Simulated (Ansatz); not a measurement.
Molecule: prop-2-enylboronic acid, C$_{3}$H$_{7}$BO$_{2}$, net charge 0, singlet state. 
Structure (B3LYP-D3(BJ)/def2-TZVP (Ansatz, a program for electronic structure) minimum search):
SMILES: C=CCB(O)O
```xyz
13

C      2.5207    -0.6129    -0.3065
C      1.2751    -0.9286     0.0272
C      0.3578    -0.0732     0.8494
B     -0.9376     0.3733     0.0648
O     -1.6440    -0.5874    -0.6126
O     -1.3018     1.6934     0.1102
H      3.1258    -1.2686    -0.9195
H      2.9797     0.3128     0.0229
H      0.8545    -1.8639    -0.3305
H      0.8859     0.8020     1.2315
H      0.0180    -0.6485     1.7217
H     -2.4265    -0.2892    -1.0861
H     -2.1052     1.9291    -0.3649
```
Charge 0, spin multiplicity 1.

Computed values are from Ansatz. Correlated levels leave the core frozen unless marked. Open shells are spin-unrestricted. No spin-orbit coupling. No relativistic terms. CBS(X,Y): correlation extrapolated as X^-3; Hartree-Fock from the larger set.

Question: What is the dipole moment at CCSD(T)/aug-cc-pVDZ?

Answer: 2.66 D.

Question: What is the T1 diagnostic at CCSD/cc-pVQZ?

Answer: 0.012.

Question: What is the atomisation energy De at CCSD(T)/CBS(cc-pVTZ,cc-pVQZ)?

Answer: 5556.3 kJ/mol.

Question: What is the total energy at CCSD(T)/CBS(cc-pVTZ,cc-pVQZ)?

Answer: -293.5942 Eh.
